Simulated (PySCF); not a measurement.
SnHFBr2, SMILES [F][SnH]([Br])[Br].

Coordinates come from a r2SCAN-D4/def2-SVP optimisation. The structure was generated by enumeration; whether it is a known compound was not checked. The def2 effective core potentials stand for the cores of Sn; spin–orbit coupling is left out.

These are PBE/def2-TZVP run with PySCF values and carry that method's errors.

Symmetry labels are those of the subgroup Cs that the program uses (full group Cs).

List the valence orbital energies around the gap with their symmetry. (The exact figures need the calculation; the answer reports its results.)


```tsv
orbital	symmetry	energy (eV)
HOMO−7	A'	-10.00
HOMO−6	A"	-9.85
HOMO−5	A"	-8.91
HOMO−4	A'	-8.91
HOMO−3	A'	-7.92
HOMO−2	A'	-7.76
HOMO−1	A"	-7.71
HOMO	A"	-7.60
LUMO	A'	-3.54
LUMO+1	A'	-1.62
LUMO+2	A"	-1.39
LUMO+3	A'	0.20
```
